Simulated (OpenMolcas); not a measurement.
# Be I: from CASSCF to CASPT2

| Quantity | Value |
| --- | --- |
| Program | OpenMolcas 26.06 |
| Basis | ANO-RCC-VTZP [4s3p2d1f] |
| Scalar Hamiltonian | DKH2, point nucleus |
| Active space | 2 electrons in 4 orbitals (2s 2p) |
| State averaging | 2S+1 = 3 even, 3 roots; 2S+1 = 1 even, 6 roots kept (CI in the orbitals of an earlier block); 2S+1 = 3 odd, 3 roots; 2S+1 = 1 odd, 3 roots kept (CI in the orbitals of an earlier block) |
| Spin-orbit coupling | RASSI with atomic mean-field integrals over the reference wave functions, term energies averaged over their components |

Methods on the same reference wave functions:
A. CASSCF
B. SS-CASPT2, IPEA 0.25 Eh, imaginary shift 0.1 Eh (closed shells correlated: 1s)

Energies in cm-1 above 2s2 1S0, the measured ground level; measured values from NIST Handbook of Basic Atomic Spectroscopic Data.

```tsv
Level	A	B	Measured
2s2 1S0	0.0	0.0	0.0
2s 2p 3P* 0	21994	22139	21978
2s 2p 3P* 1	21995	22140	21979
2s 2p 3P* 2	21997	22142	21981
2s 2p 1P* 1	53239	46036	42565
2p2 3P0	60538	60389	59694
2p2 3P1	60539	60390	59695
2p2 3P2	60540	60392	59697
2p2 1D2	68147	63065	56882
```

Deviations, from unrounded energies. A percentage is the sum of absolute deviations over the sum of measured energies, with the sign that they share, or ± where signs differ.

```csv
Against measurement,Levels,A,B
mean absolute deviation (cm-1),8,3100,1500
other configurations (%),8,+7.1,+3.5
```

B lies closest to measurement on these levels. The largest miss of B in the table is 2p2 1D2, by +6200 cm-1. The ranking rests on the paired levels alone, and a cruder setting can come out closer through cancelling errors.

The lowest spin-free term lies below A's lowest term by 0.041 hartree in B.

Terms from blocks run as CI alone lack orbitals of their own. Without dynamic correlation excited terms often stand tens of per cent too high (terms of higher spin than the ground term too low), and those without a measured partner can miss by more than the paired ones (holds for A). Measured partners are found by configuration, term and J. A level has none where our copy of the source lacks it or the pairing is in doubt (some pairs that miss far off the trend of their configuration count as doubtful), and it then counts in no deviation. Only configurations of the active space appear.

* marks odd parity.
